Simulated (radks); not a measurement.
Question: Valence configurations of Cd2+ (all share [Kr]). Calculated with a radial shooting solver on a logarithmic mesh with Libxc functionals: scalar-relativistic Kohn-Sham, PBE, spin-polarised, spherical densities, finite nucleus; open shells are filled with parallel spins first (spin-orbit coupling, left out, can overturn this in heavy ions); Fermi nuclear charge, rms radius 4.6087 fm. Order these by energy: 4d6.5 5s1 5p2.5; 4d10; 4d7 5s1 5p2; 4d9.5 5p0.5; 4d8 5p2; 4d9 5s1; 4d6 5s2 5p2; 4d9.5 5s0.5; 4d6.5 5p3.5; 4d9 5p1.

Answer: From the lowest, in eV above it: 4d10 0.000; 4d9.5 5s0.5 4.718; 4d9.5 5p0.5 8.204; 4d9 5s1 9.774; 4d9 5p1 17.067; 4d8 5p2 36.818; 4d7 5s1 5p2 50.789; 4d6.5 5s1 5p2.5 62.825; 4d6 5s2 5p2 70.068; 4d6.5 5p3.5 73.276. NIST lists [Kr] 4d10 as the ground configuration; this level of theory agrees among the configurations tried. The energies are those of spherical high-spin densities, not of single terms.
